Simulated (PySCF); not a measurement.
**Löwdin shares of the frontier orbitals**

C₄H₆OSi.
Structure used (GFN2-xTB), in Å, numbered top down from 1:
```
atom  x, y, z in Å
O1    -0.126   -1.473    1.810
C2    -0.782   -0.675    1.184
C3    -0.238    0.055    0.046
Si4    1.579   -0.401   -0.263
C5    -1.212    0.474   -1.057
C6    -0.840    1.424   -0.274
H7    -1.839   -0.461    1.452
H8     2.363   -0.092    0.927
H9     2.008    0.444   -1.384
H10    1.665   -1.809   -0.637
H11   -1.750    0.080   -1.882
H12   -0.828    2.433    0.053
```

Method: TDDFT B3LYP/def2-SVPD, vertical, gas phase, core orbitals frozen in the response (PySCF).

Frontier orbitals with the atoms that hold most of them (Löwdin shares over 4%, at most four atoms; ? is withheld):

```
orbital  ε (eV)                            atoms
 HOMO-3   -9.32  Si4 40%, H9 34%, H8 10%, H10 7%
 HOMO-2   -8.57   C3 28%, C5 14%, C6 14%, O1 14%
 HOMO-1   -8.04   O1 33%, C6 16%, C5 16%, C3 14%
   HOMO       ?                                ?
   LUMO   -1.68                                ?
 LUMO+1   -0.53   C5 22%, C6 21%, C2 18%, O1 16%
 LUMO+2    0.42   Si4 30%, C6 14%, C5 14%, H9 6%
```

(1) Which atoms hold the LUMO, and with what shares?

(2) Which atoms hold the HOMO, and with what shares?

(3) What is the HOMO energy, and the HOMO–LUMO gap?

Results:

(1) C6 (bonded to 2 C and H) 21%; C5 (bonded to 2 C and H) 20%; C2 (bonded to C, O and H) 19%; O1 (bonded to C) 16%. By element: carbon 60% or more, oxygen 16%.

(2) O1 (bonded to C) 33%; C3 (bonded to 3 C and Si) 14%; C2 (bonded to C, O and H) 14%; C6 (bonded to 2 C and H) 9%. By element: carbon 38% or more, oxygen 33%.

(3) ε(HOMO) = -7.00 eV; the gap is 5.32 eV (0.1956 hartree).

Task: How does S1 compare with the orbital gap of 5.32 eV?

Result: S1 is at 3.96 eV (f = 0.0040), 1.36 eV below the gap, made of HOMO→LUMO (86%), HOMO→LUMO+1 (8%). Without the coupling terms of the response equations the lowest excitation would equal the gap.

Task: Give energy, strength and leading configuration of S1, S3, S4 and S5, and follow the Löwdin shares of the leading atoms from the occupied to the empty orbital.

Result: 
- S1 (3.96 eV, f 0.0040), HOMO→LUMO (86%): O1 33% → 16%, C3 14% → at most 16%, C6 9% → 21%, C5 at most 10% → 20%
- S3 (5.40 eV, f 0.0014), HOMO→LUMO+1 (77%): O1 33% → 16%, C3 14% → at most 17%, C5 at most 10% → 22%, C6 9% → 21%
- S4 (5.84 eV, f 0.026), HOMO-2→LUMO (91%): C3 28% → at most 16%, C5 14% → 20%, C6 14% → 21%
- S5 (6.34 eV, f 0.0074), HOMO-1→LUMO+1 (86%): O1 33% → 16%, C6 16% → 21%, C5 16% → 22%

Löwdin shares depend on the basis, the more so with diffuse functions.

One conformer stands for the species.
